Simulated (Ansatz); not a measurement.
Stepwise reaction of `C[SiH](C)[GeH3]` with hydrogen fluoride, as a gas-phase model of exchange steps in deposition or etching. ΔE in kJ/mol.

Gas-phase electronic energies from Ansatz, PBE0-D4/def2-TZVP geometries. CBS: MP2 limit from def2 TZ/QZ plus the TZ coupled-cluster correction, frozen cores. This one scheme is used for every species. DFT in def2-TZVPP. B3LYP here is the variant with VWN-RPA as its local correlation; programs differ in this. For Ge outer-core shells are correlated without core-valence functions, which leaves a few kJ/mol of doubt a bond. Scalar relativity is left out up to krypton.

```json
{"step": "2", "reaction": "`C[SiH](F)[GeH3]` + H–F → `F[SiH](F)[GeH3]` + CH₄", "PBE-D4": "-136.4", "B3LYP-D4": "-149.8", "ωB97M-V": "-146.7", "CCSD(T)/CBS": "-142.9"}
```

Task: Give the row of step 1, `C[SiH](C)[GeH3]` + H–F → `C[SiH](F)[GeH3]` + CH₄. (Best estimate.)

Result: Computed: 
```tsv
step	reaction	PBE-D4	B3LYP-D4	ωB97M-V	CCSD(T)/CBS
1	`C[SiH](C)[GeH3]` + H–F → `C[SiH](F)[GeH3]` + CH₄	-129.0	-142.9	-139.4	-134.1
```

Task: By hand: ΔE of the 2 steps together at CCSD(T)/CBS.

Result: (-134.1) + (-142.9) = -277.0 kJ/mol, or -138.5 kJ/mol a step.

In ΔE each step is lower than the one before. All are downhill at CCSD(T)/CBS. PBE-D4 differs from CCSD(T)/CBS by 5.1 to 6.5 kJ/mol a step. Isolated molecules leave out the surface, adducts and barriers. Largest T1 diagnostic: 0.012.
